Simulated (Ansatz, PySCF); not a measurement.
Reaction (SMILES): OCC(F)(F)F [2,2,2-trifluoroethanol] + 5 [H][H] (H2) -> 2 C (CH4) + 3 F (HF) + O (H2O)
Structures are relaxed separately at B3LYP-D3(BJ)/def2-TZVP in Ansatz (a program for electronic structure), one conformer each, not searched for the lowest.
Geometry of the first species:
SMILES: FC(F)(F)CO
```xyz
9

O     -1.9900    -0.0442     0.2811
C     -0.8259     0.7250     0.4424
C      0.4169    -0.0080    -0.0350
F      0.3021    -0.3471    -1.3409
F      1.5044     0.7780     0.0857
F      0.6476    -1.1369     0.6499
H     -2.1371    -0.2001    -0.6591
H     -0.7094     0.9253     1.5067
H     -0.8661     1.6794    -0.0933
```
Charge 0, spin multiplicity 1.

Quantity: energy of full hydrogenation (enthalpy at 298 K, with B3LYP-D3(BJ) rigid-rotor harmonic-oscillator terms from PySCF), in eV. Cores are frozen in the correlated levels unless marked. Spin-orbit coupling is left out. No relativistic terms. CBS marks a two-point X^-3 extrapolation of the correlation energy; Hartree-Fock from the larger set. [CCSD(T)-MP2]/basis is that difference in the basis named.

```tsv
level	program	energy of full hydrogenation (eV)
HF/6-31G*	Ansatz	-2.33
```

Problem. Predict the RI-MP2/CBS(cc-pVTZ,cc-pVQZ)+[CCSD(T)-MP2]/cc-pVTZ result (Ansatz).

Solution. -3.34 eV
